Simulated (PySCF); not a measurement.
Two species compared at the same levels of theory.

First species: C3H5FN2Si.
SMILES: `F[SiH2]n1ccnc1`

Second species: 2-furylmethylsulfide, C₅H₆OS.
SMILES: `CSc1ccco1`

Levels: CAM-B3LYP/def2-SVPD for dipole moment, HOMO energy, LUMO energy, HOMO–LUMO gap, static isotropic polarisability and electronic spatial extent ⟨r²⟩ about the centre of nuclear charge; TDDFT CAM-B3LYP/def2-SVPD for lowest singlet excitation; TDA CAM-B3LYP/def2-SVPD for lowest triplet excitation (Tamm–Dancoff); GFN2-xTB for rotational constant A and rotational constant C. Geometries: GFN2-xTB. All species are isolated and taken at one optimised geometry, non-relativistic unless stated; the electronic structure was computed with PySCF and density fitting.

Dipoles, sizes and rotational constants follow the conformer. The torsions of the flexible species, by atom-mapped SMILES:
- `[F:1][SiH2:2][n:3]1[cH:4][cH:5][n:6][cH:7]1`: F1–Si2–N3–C4 180°
- `[CH3:1][S:2][c:3]1[cH:4][cH:5][cH:6][o:7]1`: C1–S2–C3–C4 180°

(1) Which of the two has the higher rotational constant C, and by how much?

(2) Which has the higher LUMO energy?

(3) Which of the two has the higher T1 energy, and by how much?

(4) Which has the higher HOMO energy?

(5) Which of the two has the higher S1 energy, and by how much?

(6) Which has the higher dipole moment?

(7) Which has the higher rotational constant A?

(8) Which has the higher static isotropic polarisability?

## Answers

(1) The second: 1.282 GHz against 1.231 GHz, a difference of 0.051 GHz.

(2) The second: 1.07 eV against 0.36 eV, a difference of 0.71 eV.

(3) The first: 4.42 eV against 3.67 eV, a difference of 0.75 eV.

(4) The second: -6.96 eV against -8.28 eV, a difference of 1.32 eV.

(5) The first: 5.88 eV against 4.89 eV, a difference of 0.99 eV.

(6) The first: 3.82 D against 1.03 D, a difference of 2.79 D.

(7) The first: 6.264 GHz against 5.761 GHz, a difference of 0.503 GHz.

(8) The second: 81.4 au against 68.1 au, a difference of 13.3 au.

On the first: In wavenumbers S1 is 47400 cm⁻¹ (1 eV = 8065.54 cm⁻¹). S1 lies 2.76 eV below the HOMO–LUMO gap; its leading configuration is HOMO→LUMO, weight 0.96.

On the second: The principal polarisabilities are 55.0, 81.0 and 108.3 au; their mean is the isotropic value. The polarisability is 12.07 Å³ as a volume (1 au = 0.148185 Å³), or 1.36 au for each of the 60 electrons.
